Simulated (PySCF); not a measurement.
## Core-level binding energies of `COB(OC)OC`

C3H9BO3.
Numbering: `[CH3:1][O:2][B:3]([O:4][CH3:5])[O:6][CH3:7]`

Cartesian coordinates in Å at the PBE0-D3(BJ)/def2-TZVP level; atoms count from 1:
```xyz
16
C3H9BO3 angstrom
C      2.257   -0.820    0.168
O      1.336    0.249    0.139
B     -0.002    0.001    0.209
O     -0.451   -1.281    0.311
C     -1.835   -1.548    0.385
O     -0.889    1.035    0.175
C     -0.426    2.364    0.059
H      2.211   -1.355    1.121
H      3.254   -0.399    0.042
H      2.063   -1.534   -0.637
H     -2.393   -0.984   -0.366
H     -2.229   -1.293    1.373
H     -1.976   -2.616    0.213
H      0.091    2.680    0.969
H      0.261    2.475   -0.784
H     -1.295    3.003   -0.098
```

Computed, not measured: delta-SCF UKS SCAN, pcX-3 on the ionised atom, pcseg-2 elsewhere, spin-free X2C (PySCF 2.14.0). Vertical ΔSCF values, vacuum level as zero.

Problem. Give the core binding energies atom by atom.

Solution. 
```csv
atom(s),bonded to,level,binding energy (eV),count
B3,3 O,B 1s,197.34,1
C1/C5/C7,O and 3 H,C 1s,292.13,3
O2/O4/O6,C and B,O 1s,538.28,3
```

Problem. Which photon wavelength matches the B 1s of B3 threshold?

Solution. λ = hc/E = 12398.42 eV Å / 197.34 eV = 62.828 Å.

Problem. Which effective nuclear charge Zeff reproduces each element's mean 1s value in the hydrogen-like formula E = 13.606 eV × Zeff²?

Solution. B (Z = 5): mean 197.3 eV, Zeff = 3.81, Z − Zeff = 1.19; C (Z = 6): mean 292.1 eV, Zeff = 4.63, Z − Zeff = 1.37; O (Z = 8): mean 538.3 eV, Zeff = 6.29, Z − Zeff = 1.71. Means run over the listed sites, weighted by atom count.

Topologically equivalent atoms share the value of their first member; where this conformer doesn't relate them by symmetry, their own values could differ. The structure is a single PBE0-D3(BJ)/def2-TZVP conformer in the gas phase; no vibrational or solvent corrections.

Hardware: 2 threads, Intel Xeon Platinum 8488C (x86_64), shared host. Cost: 58 s wall, 2.3 min CPU, 2.2 GiB resident at most.
